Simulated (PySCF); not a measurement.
## Working with the constants of CuCl

RHF-CCSD(T) constants of CuCl, ¹Σ⁺ (singlet), closed shell (Cu def2-TZVPPD, Cl def2-TZVPPD; no relativity (PySCF 2.14); masses 62.9296 and 34.9689 u):

| Property | Result |
| --- | --- |
| ωe | 390.2 cm⁻¹ |
| ωexe | 1.38 cm⁻¹ |
| Be | 0.17068 cm⁻¹ |
| αe | 0.000930 cm⁻¹ |
| D (centrifugal) | 1.31e-07 cm⁻¹ |
| De to Cu (3d10 4s1) + Cl | 3.67 eV |

(1) Give the vibrational terms G(v) and spacings up to v = 6.

(2) How well does the Morse estimate ωe²/(4ωexe) reproduce De, and what is D0?

Correlated steps freeze 10 core orbitals. Where the molecule has an RHF reference, its open-shell atoms are computed with UHF. The CCSD T1 diagnostic is raised, a sign that a single reference may not be enough here.

Answers

(1) G(v) = ωe(v+½) − ωexe(v+½)².

| v | G(v) (cm⁻¹) | G(v) − G(v−1) | Bv (cm⁻¹) |
| --- | --- | --- | --- |
| 0 | 194.8 |  | 0.1702 |
| 1 | 582.2 | 387.4 | 0.1693 |
| 2 | 966.9 | 384.7 | 0.1684 |
| 3 | 1348.8 | 381.9 | 0.1674 |
| 4 | 1728.0 | 379.2 | 0.1665 |
| 5 | 2104.4 | 376.4 | 0.1656 |
| 6 | 2478.0 | 373.6 | 0.1646 |

(2) It gives 3.42 eV, 93 % of the computed De. D0 = De − G(0) = 3.67 − 0.02 = 3.65 eV.
